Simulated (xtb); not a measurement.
Species: CH₃Br₃OSn, SMILES `C[O][Sn]([Br])([Br])[Br]` (charge 0, multiplicity 1).

### Question
Give a relaxed geometry from GFN2-xTB (xtb).

### Answer
This is not unique; one that fits is the end point of this relaxation, one of several conformers (outside a Z-matrix the atoms follow the SMILES, hydrogens last).
Z-matrix (Å, degrees):
```
O
C 1 1.3882
H 2 1.0932 1 112.63
H 2 1.0934 3 109.97 1 -126.56
H 2 1.0945 3 108.29 4 -118.02
Sn 1 2.0562 2 125.82 3 -63.71
Br 6 2.5143 1 104.25 2 -177.06
Br 6 2.5472 1 109.25 2 -57.30
Br 6 2.5476 1 109.80 2 63.34
```
